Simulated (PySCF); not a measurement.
Structure with atom numbers: `[CH3:1][SiH2:2][Si@H:3]([F:4])[PH2:5]` (H(Xn): hydrogen on atom n). Ha(Si2) is pro-R; Hb(Si2) is pro-S.

Geometry: PBE0-D3(BJ)/def2-SVP; GIAO absolute shieldings from PySCF 2.14.0 with density-fitted response routines, gas phase, non-relativistic, averaged over equivalent atoms.

At PBE0/pcSseg-0 (73 basis functions, 5.6 s wall time on 1 thread of an Arm Neoverse V2, shared host):
```tsv
atoms	σ (ppm)
C1	206.8
Si3	322.7
Si2	457.9
F4	465.5
P5	617.6
H(Si3)	26.43
Ha(Si2)	28.54
Hb(Si2)	28.86
H(P5)	31.10
H(C1)	32.82
```

What do these become at PBE0/def2-TZVP?

## Answers


```json
{"atoms": "C1", "σ at PBE0/def2-TZVP": "197.9", "change": "-8.9"}
{"atoms": "Si3", "σ at PBE0/def2-TZVP": "299.8", "change": "-22.9"}
{"atoms": "Si2", "σ at PBE0/def2-TZVP": "402.5", "change": "-55.4"}
{"atoms": "F4", "σ at PBE0/def2-TZVP": "389.7", "change": "-75.8"}
{"atoms": "P5", "σ at PBE0/def2-TZVP": "551.8", "change": "-65.8"}
{"atoms": "H(Si3)", "σ at PBE0/def2-TZVP": "25.25", "change": "-1.18"}
{"atoms": "Ha(Si2)", "σ at PBE0/def2-TZVP": "27.03", "change": "-1.51"}
{"atoms": "Hb(Si2)", "σ at PBE0/def2-TZVP": "27.30", "change": "-1.56"}
{"atoms": "H(P5)", "σ at PBE0/def2-TZVP": "29.62", "change": "-1.48"}
{"atoms": "H(C1)", "σ at PBE0/def2-TZVP": "31.34", "change": "-1.48"}
```

The largest change is at F4 (fluorine bonded to Si). Cost: 221 basis functions, 26 s wall time on 1 thread of an Arm Neoverse V2, shared host.
